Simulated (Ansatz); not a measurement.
`B1O[SiH2]1` and `OB1O[SiH2]1` differ in one atom or group.

Ansatz, PBE0-D4/def2-TZVP geometries, multiplicity 1. Each molecule was computed in one conformer, which needn't be the lowest.

```csv
property,`B1O[SiH2]1`
HOMO–LUMO gap (PBE0/def2-TZVPP) / eV,6.10
size of the dipole moment (ωB97M-V/def2-TZVPP) / D,1.19
vertical ionisation energy (CCSD(T)/CBS(def2)) / eV,9.60
HOMO energy (PBE0/def2-TZVPP) / eV,-7.11
size of the dipole moment (B3LYP/def2-TZVPP) / D,1.15
HOMO energy (ωB97M-V/def2-TZVPP) / eV,-9.24
```

Q: What does the change do to each property? (Estimate.)

A: Ansatz gave: 
```tsv
property	`OB1O[SiH2]1`	shift
HOMO–LUMO gap (PBE0/def2-TZVPP) / eV	6.29	0.19
size of the dipole moment (ωB97M-V/def2-TZVPP) / D	2.65	1.46
vertical ionisation energy (CCSD(T)/CBS(def2)) / eV	9.55	-0.05
HOMO energy (PBE0/def2-TZVPP) / eV	-7.07	0.04
size of the dipole moment (B3LYP/def2-TZVPP) / D	2.62	1.47
HOMO energy (ωB97M-V/def2-TZVPP) / eV	-9.21	0.03
```

The zero-point energy changes by 18.3 kJ/mol with +3 modes. Dipoles are sizes alone; their direction can turn.

B3LYP here is the variant with VWN-RPA as its local correlation; programs differ in this.
